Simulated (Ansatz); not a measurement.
## Changing the shape of VH, quintet

Calculated in Ansatz's Gaussian-basis code. Basis def2-SVP, nonrelativistic, 5 orbitals frozen in the corrections; active space CAS(6,6). Restricted Hartree–Fock, then the lowest state-specific CASSCF solution met for each case. The basis is small, far from the limit. On stretched bonds single-reference methods can fail or change state. Solutions in different active orbitals can move differences by tenths of an eV and at times more than 1 eV.

Case A: bond length 1.7300 Å.

Case B: bond length 2.5950 Å. A bond is stretched, to 1.41 times the sum of the covalent radii.

Case C: bond length 5.1900 Å. A bond is stretched, to 2.82 times the sum of the covalent radii.

Energy less that of case A, in eV:

```json
{"case": "B", "RHF/ROHF": "+1.255", "CASSCF": "+0.967"}
{"case": "C", "RHF/ROHF": "+2.003", "CASSCF": "+1.745"}
```

(1) Give the SC-NEVPT2 energies against case A.

(2) Which case is lowest, and do the methods agree?

## Answers

(1) B: +1.257 eV (29.0 kcal/mol); C: +1.953 eV (45.0 kcal/mol).

(2) A is lowest in SC-NEVPT2. Of the methods shown, RHF/ROHF, CASSCF agree.
